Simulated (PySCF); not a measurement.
## From a computed spectrum to the compound

A species of 7 atoms with charge -1 has these harmonic modes (PBE0, small Gaussian bases with core potentials, PySCF 2.14.0):

```
cm⁻¹  km/mol  symmetry
  37     2.9       a''
  96     0.5        a'
 105    47.4        a'
 108     0.1       a''
 148   127.1       a''
 468   113.7        a'
 696   185.4        a'
 700    40.0        a'
 700    32.7       a''
1476   974.0        a'
1492   786.2       a''
1494   816.2        a'
1676   218.0        a'
3822   111.3        a'
3859    13.2       a''
```

Task: Which species is it, and in which structure?

Result: [PbH3(H2O)]− (singlet):
```xyz
7

Pb    0.1593   -0.1562    0.1562
H     1.4067    0.5292    1.3720
H    -0.4706   -1.4025    1.4025
H     1.4067   -1.3720   -0.5292
O    -2.0121    1.9704   -1.9704
H    -1.6390    2.1219   -1.0907
H    -1.6390    1.0907   -2.1219
```
Ideal gas at 298.15 K and 1 bar: S = 363.0 J/(mol K), Cp = 91.1 J/(mol K), H − H(0 K) = 21.2 kJ/mol (rigid rotor, harmonic modes, spin degeneracy alone; the modes under 60 cm⁻¹ make these uncertain). 
 Other answers can fit too; this one was computed.
